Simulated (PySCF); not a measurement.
bromobenzene, C6H5Br

Molfile (atoms numbered from 1):
```
C6H5Br
     RDKit          3D

 12 12  0  0  0  0  0  0  0  0999 V2000
    2.4064   -0.8220    0.0629 Br  0  0  0  0  0  0  0  0  0  0  0  0
    0.5693   -0.3842    0.0545 C   0  0  0  0  0  0  0  0  0  0  0  0
    0.1853    0.9561    0.0492 C   0  0  0  0  0  0  0  0  0  0  0  0
   -1.1722    1.2720    0.0431 C   0  0  0  0  0  0  0  0  0  0  0  0
   -2.1330    0.2619    0.0422 C   0  0  0  0  0  0  0  0  0  0  0  0
   -1.7329   -1.0735    0.0475 C   0  0  0  0  0  0  0  0  0  0  0  0
   -0.3793   -1.4059    0.0536 C   0  0  0  0  0  0  0  0  0  0  0  0
    0.9428    1.7415    0.0500 H   0  0  0  0  0  0  0  0  0  0  0  0
   -1.4777    2.3210    0.0390 H   0  0  0  0  0  0  0  0  0  0  0  0
   -3.1952    0.5158    0.0374 H   0  0  0  0  0  0  0  0  0  0  0  0
   -2.4798   -1.8709    0.0468 H   0  0  0  0  0  0  0  0  0  0  0  0
   -0.0591   -2.4491    0.0578 H   0  0  0  0  0  0  0  0  0  0  0  0
  1  2  1  0
  2  3  2  0
  3  4  1  0
  4  5  2  0
  5  6  1  0
  6  7  2  0
  7  2  1  0
  3  8  1  0
  4  9  1  0
  5 10  1  0
  6 11  1  0
  7 12  1  0
M  END
```

Method: quadratic response CAM-B3LYP/def2-TZVPD first hyperpolarisability, Taylor convention, gas phase (PySCF). Geometry: PBE0-D3(BJ)/def2-SVP.

The calculation is non-relativistic, which matters for the atoms heavier than Zn.

(1) Give the tensor of the second harmonic β(−2ω;ω,ω) at 1064 nm in the axes of these coordinates.

## Answers

(1) In au, Taylor convention; rows are the first index (the induced dipole):
|  | xx | yy | zz | xy | xz | yz |
| --- | --- | --- | --- | --- | --- | --- |
| x | +77.0 | -21.3 | -26.8 | -32.2 | +0.6 | -0.2 |
| y | -31.5 | +18.4 | +6.4 | -18.4 | -0.2 | -0.1 |
| z | +0.6 | -0.1 | -0.3 | -0.2 | -24.4 | +5.8 |

Norm of βᵢ = ⅓ Σⱼ (βᵢⱼⱼ + βⱼᵢⱼ + βⱼⱼᵢ): 33.3 au, hyper-Rayleigh value 35.6 au.
